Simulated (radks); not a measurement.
Task: Coulomb parameter of the 5d shell of the osmium ion Os3+ in the model configuration [Xe] 4f14 5d4 6s1, as a second difference U = [E(n + 0.5) + E(n - 0.5) - 2 E(n)] / (0.5)^2 with all orbitals relaxed. "Bare": the charge of the atom changes with n. "Screened": the 6s shell takes up the change at fixed total charge, which measures U(5d,5d) + U(6s,6s) - 2 U(5d,6s). Calculated with a radial shooting solver on a logarithmic mesh with Libxc functionals: scalar-relativistic Kohn-Sham, LDA (Slater exchange, Perdew-Wang correlation), spin-unpolarised, spherical densities, point nucleus. Estimate both.

Result: U(bare) = 12.939 eV, U(screened by 6s) = 1.183 eV, against the Slater integral F0(5d,5d) = 15.607 eV with frozen orbitals.
